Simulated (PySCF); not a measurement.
**Spinor energies of Mo¹⁷⁺ (molybdenum, charge +17)**

Start: [Ar] 3d7; 3d3/2 filled at m_j = -3/2, -1/2, +1/2, +3/2; 3d5/2 filled at m_j = +1/2, +3/2, +5/2. Calculated with PySCF 2.14 in an even-tempered Gaussian basis (17 s from 1.7 bohr⁻², ratio 2.8; 12 p from 2.2 bohr⁻², ratio 2.8; 8 d from 2.2 bohr⁻², ratio 2.8; 4 f from 9.6 bohr⁻², ratio 3): generalised Hartree-Fock with the X2C-1e Hamiltonian and a Gaussian nucleus; one run each with spin-orbit coupling (SO) switched off, then screened by Boettger's factors.

```json
{"spinor shell": "1s1/2", "electrons": "2", "ε, spin-free (eV)": "-20619.5", "ε, screened SO (eV)": "-20618.2", "weight of nominal j (screened SO)": "1.000", "rms radius, screened SO (bohr)": "0.0404"}
{"spinor shell": "2s1/2", "electrons": "2", "ε, spin-free (eV)": "-3418.0", "ε, screened SO (eV)": "-3417.5", "weight of nominal j (screened SO)": "1.000", "rms radius, screened SO (bohr)": "0.166"}
{"spinor shell": "2p1/2", "electrons": "2", "ε, spin-free (eV)": "-3104.1", "ε, screened SO (eV)": "-3180.0", "weight of nominal j (screened SO)": "0.999", "rms radius, screened SO (bohr)": "0.145"}
{"spinor shell": "2p3/2", "electrons": "4", "ε, spin-free (eV)": "-3104.1", "ε, screened SO (eV)": "-3068.0", "weight of nominal j (screened SO)": "0.999", "rms radius, screened SO (bohr)": "0.149"}
{"spinor shell": "3s1/2", "electrons": "2", "ε, spin-free (eV)": "-977.86", "ε, screened SO (eV)": "-977.71", "weight of nominal j (screened SO)": "1.000", "rms radius, screened SO (bohr)": "0.441"}
{"spinor shell": "3p1/2", "electrons": "2", "ε, spin-free (eV)": "-870.48", "ε, screened SO (eV)": "-889.87", "weight of nominal j (screened SO)": "0.930", "rms radius, screened SO (bohr)": "0.435"}
{"spinor shell": "3d3/2", "electrons": "4", "ε, spin-free (eV)": "-712.98", "ε, screened SO (eV)": "-714.49", "weight of nominal j (screened SO)": "0.716", "rms radius, screened SO (bohr)": "0.413"}
{"spinor shell": "3d5/2", "electrons": "3", "ε, spin-free (eV)": "-712.98", "ε, screened SO (eV)": "-711.47", "weight of nominal j (screened SO)": "0.714", "rms radius, screened SO (bohr)": "0.414"}
```

Question: Where does 3p3/2 lie, and what is the 3p spin-orbit splitting (screened SO)?

Answer: At -861.12 eV, 28.750 eV above 3p1/2.

```tsv
quantity	spin-free	screened SO
E (hartree)	-3912.64479	-3913.22409
M_J	9/2	9/2
⟨J²⟩	24.751	24.752
⟨L²⟩	12.001	12.652
⟨S²⟩	3.750	3.520
```

Each row is a mean over spinors that exchange with the open shell spreads, by up to 24.724 eV (3p3/2).

Rows whose weight is well below 1 are mixtures of j = l ± 1/2: exchange outweighs spin-orbit coupling there, and the label is only the starting occupation.

Breit and QED terms are absent; they matter most for the inner s and p1/2 levels.

Densities and radii are taken from the X2C orbitals without a picture-change correction, which distorts them close to the nucleus.

Without spin-orbit coupling the j labels of p, d and f shells carry no meaning; the spin-free column gives the mean over the occupied spinors of each nl shell.
